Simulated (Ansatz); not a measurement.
A geometry relaxed with B3LYP-D3(BJ)/def2-SVP in Ansatz (an electronic-structure program), charge 0, multiplicity 1:

```xyz
18

C     -0.7763    -1.1554    -0.1391
F     -3.4927    -0.7839    -0.6008
F     -3.3480     1.3634    -0.3264
C      1.3901    -0.0899    -0.0296
F      3.4927     0.7839     0.6008
H      1.3872     2.0521     0.2515
C     -1.3901     0.0899     0.0296
H      1.0997    -2.2143    -0.2938
F     -3.3166     0.0461     1.3887
H     -1.3872    -2.0521    -0.2515
C     -2.8937     0.1799     0.1180
F      3.3480    -1.3634     0.3264
H     -1.0997     2.2143     0.2938
C     -0.6145     1.2454     0.1678
C      2.8937    -0.1799    -0.1180
F      3.3166    -0.0461    -1.3887
C      0.6145    -1.2455    -0.1678
C      0.7763     1.1554     0.1391
```

Task: Write the SMILES of this molecule.

Result: `FC(F)(F)c1ccc(C(F)(F)F)cc1`
